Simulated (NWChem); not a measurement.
Two isomers of C4H5FO, each optimised at PBE-D3(BJ)/def2-SVP with NWChem. Flexible species stand in one conformer each, which need not be the lowest. 

A: C1OC=C(F)C1
B: F/C=C1\CCO1

Question: Which is lower in energy, by how much, and how do their other properties compare?

Answer: A is lower by 16.2 kcal/mol in electronic energy; with zero-point energies, B − A = 15.5 kcal/mol.
```csv
,A,B
highest occupied level (eV),-4.68,-4.81
orbital gap (eV),4.56,4.78
dipole (D),1.37,2.08
highest harmonic frequency (cm⁻¹),3189,3144
zero-point energy (kcal/mol),51.8,51.2
```
